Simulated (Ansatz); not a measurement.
```yaml
crystal:
  periodic: [false, false, false]
  atoms:
    - {symbol: Sn, position_ang: [-0.744690, 2.395250, 0.947927]}
    - {symbol: Sn, position_ang: [-1.281759, -1.599322, -0.028236]}
    - {symbol: Sn, position_ang: [1.883309, -0.335330, -0.735466]}
    - {symbol: F, position_ang: [0.722792, -1.408609, 0.717670]}
    - {symbol: F, position_ang: [1.010845, 1.356748, 0.048624]}
    - {symbol: F, position_ang: [-0.051804, -0.747702, -1.568233]}
    - {symbol: F, position_ang: [-1.538704, 0.338954, 0.617714]}
basis:
  gaussian: {orbitals: x2c-TZVPPall}
total_charge: 1
magnetization: {spin_polarized: true, initial_magnetization: 1}
hamiltonian: {xc: {name: B97}}
outputs: {forces: true}
output: {forces: true}
```

```sh
$ ansatz run in.yaml --threads 4 --pin off --events-out ev --progress --plain --max-ram 8704MiB
```

Output, abridged:

```
Error: YAML parse error: error: line 16 column 1: unknown field `outputs`, expected one of crystal, accuracy, basis, kpoints, hamiltonian, magnetization, projection, total_charge, correlation, batch, efield, external_charges, scf, relax, neb, saddle, md, ramp, phonons, dielectric, real_time, elastic, magnetic_configurations, gw, evaluate, workflow, output, checkpoint, execution
14 | magnetization: {spin_polarized: true, initial_magnetization: 1}
15 | hamiltonian: {xc: {name: B97}}
16 | outputs: {forces: true}
17 | output: {forces: true}
```

(1) What is wrong with this run?

## Answers

(1) The input holds a key that doesn't belong there. The program refused the input.
